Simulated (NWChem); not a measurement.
Species: CH4O2Si; SMILES O1[SiH2]OC1

```xyz
8

C      0.0000     0.0000    -1.2600
O      0.0000     1.1034    -0.3629
Si     0.0000     0.0000     0.9171
O      0.0000    -1.1034    -0.3629
H     -0.9049     0.0000    -1.8953
H      0.9049     0.0000    -1.8953
H      1.2185     0.0000     1.7712
H     -1.2185     0.0000     1.7712
```
Atoms are numbered in this order, from 1.

All runs: NWChem. All runs use the structure optimised with PBE0/def2-SVP. Vzz is the largest principal value of the second derivative of the potential at the nucleus (NWChem prints the opposite sign); η is the asymmetry. Non-relativistic.

For level Hartree-Fock/def2-TZVP:

```yaml
Vzz O4 (a.u.): 1.577
```

Q: How do the values read with level B3LYP/cc-pVTZ instead?

A: The vzz O4 (a.u.) is 1.541.
